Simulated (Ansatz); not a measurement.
CdO2. Charge 0, multiplicity 3. Geometry r2SCAN-D4/def2-TZVP; atoms count from 1.

| atom | x (Å) | y (Å) | z (Å) |
| --- | --- | --- | --- |
| Cd1 | -0.148 | 2.347 | 1.101 |
| O2 | 0.120 | -1.702 | -0.263 |
| O3 | 0.028 | -0.644 | -0.838 |

In the def2 sets Cd takes a core potential; there is no spin–orbit coupling. The structure holds 1 bond(s) between oxygen atoms. In the triplet geometry the species has come apart into loosely held pieces. The structure comes from a short search, and lower isomers may exist.

Problem. Estimate the Mulliken populations from the PBE0/def2-TZVP orbitals of Ansatz.

Solution. 
| atom | charge (e) | spin (α − β) | d electrons |
| --- | --- | --- | --- |
| Cd1 | 0.00 | 0.01 | 10.00 |
| O2 | 0.00 | 1.00 | – |
| O3 | 0.00 | 0.99 | – |
Mulliken values and Mayer orders depend strongly on the basis.

Problem. Where does the spin sit?

Solution. Summed by element: Cd 0.01, O 1.99, of 2 unpaired in all. Largest on single atoms: O2 1.00, O3 0.99, Cd1 0.01.

Problem. And the Mayer bond orders between bonded heavy atoms (over 0.3)?

Solution. O2–O3 1.82 (1.21 Å).
